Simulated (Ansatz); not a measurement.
`C[SiH2]C1CC1`, charge 0, multiplicity 1.

**Question.** Give a relaxed structure at PBE0-D4/def2-TZVP (Ansatz). (Estimate.)

**Answer.** The calculation gave: 
Cartesian coordinates in Å:
```
C -0.755 1.042 1.985
Si -0.581 1.015 0.122
C -0.221 -0.688 -0.520
C 0.535 -0.866 -1.812
C 1.200 -1.198 -0.521
H -0.940 2.056 2.347
H -1.589 0.413 2.306
H 0.154 0.669 2.463
H 0.556 1.887 -0.298
H -1.825 1.553 -0.500
H -0.977 -1.444 -0.325
H 0.862 0.023 -2.340
H 0.239 -1.683 -2.459
H 1.361 -2.243 -0.283
H 1.982 -0.536 -0.167
```
This is one stationary point; other conformers may exist.
